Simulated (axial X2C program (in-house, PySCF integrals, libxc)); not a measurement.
# Spin–orbit effects down a group: molecules with Na (ions), CCSD

Calculated with an in-house all-electron X2C program for linear molecules (integrals from PySCF), spin-free (one-electron X2C) or two-component (2c: spin–orbit coupling with atomic mean-field Coulomb and Gaunt terms, which also bring small scalar terms), in Dyall basis sets with cores contracted in-house; open shells are unrestricted.

Basis sets: As dyall-cv3z, N dyall-av3z, Na dyall-cv3z, P dyall-v3z. Frozen shells (counts by l): NaN⁺ Na 1s, N 1s, 13 electrons correlated; NaP⁺ P 2s1p, Na 1s, 13 electrons correlated; NaAs⁺ As 3s2p1d, Na 1s, 13 electrons correlated. Coupled cluster in natural virtuals with an MP2 remainder. Where the outer core of a metal is frozen, bonds come out longer and ionisation energies lower.

| molecule | spin-free state | Re (Å) | ωe (cm⁻¹) | De (eV) | 2c state | Re 2c (Å) | ωe 2c (cm⁻¹) | De 2c (eV) |
| --- | --- | --- | --- | --- | --- | --- | --- | --- |
| NaN⁺ | M_S = 3/2, Λ = 0 | 2.658 | 138.6 | 0.12 | Ω = 3/2 | 2.659 | 138.6 | 0.12 |
| NaP⁺ | M_S = 3/2, Λ = 0 | 3.057 | 127.8 | 0.24 | Ω = 3/2 | 3.058 | 127.8 | 0.24 |
| NaAs⁺ | M_S = 3/2, Λ = 0 | 3.144 | 109.8 | 0.26 | Ω = 3/2 | 3.143 | 110.0 | 0.26 |

**Question.** Work out the shifts from the spin-free to the two-component result.

**Answer.** 

| molecule | 2c state | ΔRe (Å) | Δωe (cm⁻¹) | ΔDe (eV) |
| --- | --- | --- | --- | --- |
| NaN⁺ | Ω = 3/2 | 0.001 | noise | 0.00 |
| NaP⁺ | Ω = 3/2 | 0.001 | noise | 0.00 |
| NaAs⁺ | Ω = 3/2 | -0.001 | 0.2 | 0.00 |

Shifts of one unit in the last digit are rounding. Where the truncated virtual spaces of the two runs make Δωe unreliable it is marked noise.

Fragments in 2c: Na+ + N, P + Na+, As + Na+. Each entry is the lowest single determinant of a limited PBE0 search at one distance. De goes to single-determinant-based atoms at the same level (for ions the charge split of lowest energy) and is withheld (n/a) where an atom does not fit its ground term or J level. Main or longest-lived isotopes. One determinant is a doubtful description, or other states lie close, for NaN⁺, NaP⁺, NaAs⁺; these need not be ground states, and all values refer to the states named. With several unpaired electrons the Ω given is that of one determinant, not necessarily of the lowest component.
